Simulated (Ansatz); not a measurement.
Isolated molecules relaxed with PBE0-D4/def2-TZVP in Ansatz; ΔE leaves out vibrations. CCSD(T)/CBS adds triple-zeta CCSD(T) − MP2 to the extrapolated MP2 energy (def2 sets, frozen cores). This one scheme is used for every species, atoms too. Functionals use def2-TZVPP. B3LYP here is the variant with VWN-RPA as its local correlation; programs differ in this. Open shells (•) are unrestricted, without spin–orbit coupling. Spin–orbit coupling would lower the free atoms: a little for C, F, O, Si. Each species was taken in one conformer, which may not be the lowest.

`C=C[SiH](F)OC` → 3 C• + F• + 7 H• + O• + Si•  (atomization)

| level | ΔE (kcal/mol) | difference from CCSD(T)/CBS |
| --- | --- | --- |
| PBE-D4 | 1278.2 | 17.7 |
| B3LYP-D4 | 1257.1 | -3.4 |
| ωB97X-V | 1259.6 | -0.9 |
| ωB97M-V | 1261.2 | 0.7 |
| PBE | 1271.8 | 11.3 |
| PBE0 | 1250.8 | -9.7 |
| B3LYP | 1246.7 | -13.8 |
| HF/def2-TZVPP | 936.2 | -324.3 |
| MP2/def2-TZVPP | 1252.2 | -8.3 |
| SCS-MP2/def2-TZVPP | 1244.3 | -16.2 |
| CCSD/def2-TZVPP | 1211.0 | -49.5 |
| CCSD(T)/def2-TZVPP | 1228.5 | -32.0 |
| HF/def2-QZVPP | 938.6 | -321.9 |
| HF/CBS(def2) | 938.9 | -321.6 |
| MP2/CBS(def2) | 1284.2 | 23.7 |
| CCSD/CBS(def2) | 1243.0 | -17.5 |
| CCSD(T)/CBS | 1260.5 | 0 |

Largest T1 diagnostic among the species: 0.012.

From PBE to PBE0 (25 % exact exchange), in def2-TZVPP and without D4, ΔE moves by −21.0 kcal/mol: exact exchange takes away binding that semilocal exchange gives to molecules. The D4 term adds +10.4 kcal/mol with B3LYP and +5.5 kcal/mol with PBE0; it sums over pairs of atoms, weighted by their polarisabilities, and B3LYP, whose exchange is more repulsive, gets the larger term. In def2-TZVPP, CCSD(T) changes the Hartree–Fock value by +292.3 kcal/mol (the triples alone add +17.5 kcal/mol) and MP2 by +316.0 kcal/mol; breaking electron pairs costs correlation energy, which Hartree–Fock lacks.

For atomizations the MP2-based limit and the directly extrapolated one differ by several kJ/mol either way, and by 10 to 25 for some Ge, Se and Sn compounds, so smaller differences from it don't rank the levels.
